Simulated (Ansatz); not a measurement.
Compare A (`[SeH]C1=NC1`) with its isomer B (`C1=NC[Se]1`).

Computed with Ansatz on PBE0-D4/def2-TZVP structures; ΔE is electronic, products minus reactants. CCSD(T)/CBS is the MP2 limit (def2-TZVPP, def2-QZVPP) plus CCSD(T) − MP2 in def2-TZVPP, frozen cores. Functionals use def2-TZVPP. B3LYP here is the variant with VWN-RPA as its local correlation; programs differ in this. For Se outer-core shells are correlated without core-valence functions, which leaves a few kJ/mol of doubt a bond. Scalar relativity is left out up to krypton. One conformer a species, not always the lowest.

Question: Which isomer does CCSD(T)/CBS put lower? Give the gap. (An estimate is asked.)

Answer: Ansatz gave: B, by 82.6 kJ/mol.

Question: Give E(B) − E(A) in kJ/mol with HF/def2-TZVPP, BLYP-D4, ωB97M-V, B3LYP, CCSD/def2-TZVPP, CCSD(T)/def2-SVP, B3LYP-D4. (Best estimate.)

Answer: The calculation gave: HF/def2-TZVPP -69.8, BLYP-D4 -73.6, ωB97M-V -75.2, B3LYP -72.1, CCSD/def2-TZVPP -77.1, CCSD(T)/def2-SVP -61.4, B3LYP-D4 -74.4. None reverses the order clearly.

Question: Does the order hold for the free energy at 298.15 K (harmonic terms from PBE0-D4)? (Best estimate.)

Answer: The calculation gave: Yes: G(B) − G(A) = -70.3 kJ/mol, for one conformer each.

Largest T1 diagnostic: 0.013.

In def2-TZVPP, CCSD(T) changes the Hartree–Fock value by −9.9 kJ/mol (the triples alone add −2.5 kJ/mol) and MP2 by −8.2 kJ/mol. Leaving LDA and LC-ωPBE aside and taking each functional with its dispersion term where it has one, the values, not all of them listed here, spread over 13.0 kJ/mol, from PBE-QIDH to B97M-V. LDA lies −11.1 kJ/mol from PBE without D4.
